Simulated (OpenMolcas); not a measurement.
# 3d³ along the 21-electron sequence

```yaml
Program: OpenMolcas
Method: SS-CASPT2, IPEA 0.25 Eh, imaginary shift 0.1 Eh
Basis: ANO-R3
Scalar_Hamiltonian: X2C, finite nucleus
Spin-orbit_coupling: state interaction with AMFI integrals over the reference wave functions, term energies averaged over their components
```

Active space for each ion: 3 electrons in 5 orbitals (3d); closed shells correlated by CASPT2: 3s 3p.

Computed levels in cm-1 above ⁴F_3/2:

```csv
Level,Mn4+,Fe5+,Co6+,Ni7+
⁴F_5/2,367,526,716,960
⁴F_7/2,865,1232,1671,2230
⁴F_9/2,1478,2090,2820,3740
⁴P_1/2,16930,19390,21680,23900
⁴P_3/2,17090,19580,21920,24180
⁴P_5/2,17510,20210,22790,25390
²G_7/2,17680,20590,23310,25960
²G_9/2,18200,21310,24250,27150
²D_3/2(1),23670,27200,30550,33750
weight of ⁴F in the lowest level (%),100,100,100,100
```

Mixed levels, with the weight of the term that names them: Mn4+ ²D_3/2(1) (70 %), Fe5+ ²D_3/2(1) (65 %), Co6+ ²D_3/2(1) (67 %), Ni7+ ²D_3/2(1) (66 %).

Measured, with the error of the calculation in %. Measured levels: Mn4+ from Corliss and Sugar, J. Phys. Chem. Ref. Data 6, 1253 (1977); Fe5+ from Corliss and Sugar, J. Phys. Chem. Ref. Data 11, 135 (1982); Co6+ from Sugar and Corliss, J. Phys. Chem. Ref. Data 10, 1097 (1981); Ni7+ from Corliss and Sugar, J. Phys. Chem. Ref. Data 10, 197 (1981).

```
 Level          Mn4+          Fe5+          Co6+          Ni7+
⁴F_5/2    359 (+2.3)    511 (+2.8)    698 (+2.6)   1012 (-5.2)
⁴F_7/2    835 (+3.6)   1188 (+3.7)   1610 (+3.8)   2184 (+1.9)
⁴F_9/2   1412 (+4.7)   2001 (+4.6)   2723 (+3.7)   3721 (+0.4)
⁴P_1/2  16434 (+3.0)  18738 (+3.5)  21096 (+2.8)  23261 (+2.8)
⁴P_3/2  16595 (+3.0)  18942 (+3.4)  21304 (+2.9)  23710 (+2.0)
⁴P_5/2  17049 (+2.7)  19611 (+3.1)  22187 (+2.7)  24669 (+2.9)
²G_7/2  17892 (-1.2)  20616 (-0.1)                            
²G_9/2  18399 (-1.1)     21315 (0)
```

The fine-structure level ⁴F_9/2 changes by a factor of 2.53 from Mn4+ to Ni7+. Its fourth root runs 6.20, 6.76, 7.29, 7.82, with steps per unit of Z of 0.56, 0.53, 0.53; equal steps would mean a (Z - σ)^4 law with constant σ.

⁴P_1/2 changes by a factor of 1.41 over the same range, with steps per unit of Z of +2460, +2290, +2220 cm-1.

CASPT2 does not keep the components of a term degenerate, so their means are used; among the terms shown or strongly mixed into the levels shown the widest spread is 870 cm-1 (3d³ ⁴F, Co6+). The CASPT2 spread within a term exceeds the gap to the next term for 3d³ ²D(1) and 3d³ ²P, so the order of their levels is uncertain, and so are names and mixing where such terms share a J (figures for Mn4+; the like holds for Fe5+, Co6+, Ni7+). Computed and measured levels are paired by configuration, term and J; levels that our copy of the source lacks, or whose pairing is in doubt (as where it misses far off the trend of its configuration), stay unpaired and out of the deviations. Levels of configurations outside the active space are missing.

A number in round brackets counts repeated terms of one configuration in the order of the reference energies.
